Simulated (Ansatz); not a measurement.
IK (`[K][I]`). The species carries charge 0 and has multiplicity 1. I: def2 effective core potential.

**Question.** What are the harmonic wavenumbers in cm⁻¹ at PBE0-D4/def2-TZVP (Ansatz, finite differences of forces, unscaled)? (Best estimate.)

**Answer.** The calculation gave: 183.

**Question.** Is this a minimum?

**Answer.** Yes, all 1 modes are real.

**Question.** Give the ideal-gas thermochemistry at 298.15 K and 1 bar (rigid rotor, harmonic oscillator; point group C∞v, symmetry number 1).

**Answer.** Zero-point energy 1.1 kJ/mol; H(298) − E = 11.3 kJ/mol; entropy 258.3 J/(mol·K), of which translation 172.6, rotation 76.1, vibration 9.6; G(298) − E = -65.7 kJ/mol.

**Question.** Rotational constants (cm⁻¹)?

**Answer.** 0.05982.
